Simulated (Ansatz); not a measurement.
A nudged elastic band was laid between two geometries of CH3GeO (6 atoms, charge 1, multiplicity 1).

These are results of RKS BLYP-D4/def2-SVP (Ansatz), not measurements.

- movable images: 9
- climbing image: yes
- spring: 5.0 eV/Å²
- optimiser: quadratic models (default)
- start path: through a guess of the saddle point
- force threshold: 0.2 eV/Å
- iteration limit: 60
- end points: relaxed

Initial state:

```xyz
6
Properties=species:S:1:pos:R:3
O 0.532 -1.235 0.531
C -0.482 -0.961 -0.090
Ge 0.076 0.941 -0.135
H -1.293 -1.660 -0.413
H 1.236 1.239 -1.108
H -0.069 1.677 1.215
```

Final state:

```xyz
6
Properties=species:S:1:pos:R:3
O -1.232 -0.449 -0.612
C -0.346 -1.023 -0.001
Ge 0.610 0.703 0.209
H -0.284 -2.113 0.244
H 1.282 1.223 -1.080
H -0.030 1.658 1.239
```

Q: What changes between the two ends?

A: No bond is made or broken. The dihedral O1–C2–Ge3–H6 goes from -74 to 74°. The two ends are copies of one structure, up to a mirror image or an exchange of like atoms.

Q: Give the energies along the band, and the barrier.

A: The run converged. The highest image is number 5 of 0 to 10, 23.8 kJ/mol above the ends, which have the same energy within 2 meV. The threshold of 0.2 eV/Å is loose, so the images may lie well off the minimum-energy path. Another band between the same ends (9 images) ends at a top of the same energy, where a vibrational analysis finds 1 clearly imaginary mode. Limits of this set-up: the dipole of an ion depends on the origin.

| image | path coordinate (Å) | energy (kJ/mol) | dihedral O1–C2–Ge3–H6 (°) |
| --- | --- | --- | --- |
| 0 | 0.00 | 0.0 | -74 |
| 1 | 0.40 | 4.9 | -57 |
| 2 | 0.81 | 12.8 | -41 |
| 3 | 1.21 | 19.0 | -26 |
| 4 | 1.62 | 22.7 | -12 |
| 5 | 2.02 | 23.8 | 1 |
| 6 | 2.42 | 22.5 | 13 |
| 7 | 2.82 | 18.7 | 27 |
| 8 | 3.21 | 12.5 | 42 |
| 9 | 3.61 | 4.7 | 57 |
| 10 | 4.01 | 0.0 | 74 |

Q: What is the geometry of the highest image?

A: 
```xyz
6
Properties=species:S:1:pos:R:3
O -0.515 -1.485 1.209
C -0.412 -1.121 0.085
Ge 0.337 0.902 -0.163
H -0.654 -1.682 -0.854
H 0.580 1.756 -1.455
H 0.664 1.630 1.178
```

Time of the run: 5.9 min on 1 thread of Arm Neoverse V2, with other jobs on the host, peak memory 0.15 GiB.
